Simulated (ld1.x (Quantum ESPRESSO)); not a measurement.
An all-electron radial function and its pseudo partner (aluminium)

Columns: radius, all-electron u(r) and pseudo u(r) of the 3p shell (level -5.79 eV) of aluminium in the configuration [Ne] 3s2 3p0.5; LDA (PZ), non-relativistic, TM scheme, ld1.x (Quantum ESPRESSO) 7.5.

```csv
r (bohr),all-electron,pseudo
0.095,0.0767,-0.0028
0.190,0.1759,-0.0112
0.285,0.2311,-0.0249
0.380,0.2401,-0.0433
0.475,0.2147,-0.0658
0.570,0.1671,-0.0917
0.665,0.1067,-0.1201
0.760,0.0398,-0.1503
0.855,-0.0289,-0.1818
0.950,-0.0967,-0.2143
1.045,-0.1616,-0.2474
1.140,-0.2224,-0.2813
1.235,-0.2786,-0.3158
1.330,-0.3298,-0.3509
1.425,-0.3759,-0.3862
1.520,-0.4168,-0.4209
1.615,-0.4528,-0.4539
1.710,-0.4840,-0.4842
1.805,-0.5107,-0.5107
1.900,-0.5330,-0.5330
1.995,-0.5512,-0.5512
2.090,-0.5657,-0.5657
2.185,-0.5767,-0.5767
2.280,-0.5845,-0.5845
2.375,-0.5893,-0.5893
2.470,-0.5915,-0.5915
```

Question: How many radial nodes do the two functions have?

Answer: The all-electron 3p function has n − l − 1 = 1; the pseudo-wave has 0, since the states of the same l below it are removed with the core.

Question: At about which radius was the pseudo-wave matched?

Answer: 1.90 bohr. The columns agree to 0.0005 from 1.71 bohr on; several derivatives are matched, so the curves merge somewhat inside the radius.

Question: Is the pseudo-wave norm-conserving?

Answer: Yes: the TM scheme keeps the norm inside the radius equal to the all-electron one, which fixes the energy derivative of the logarithmic derivative at the level.
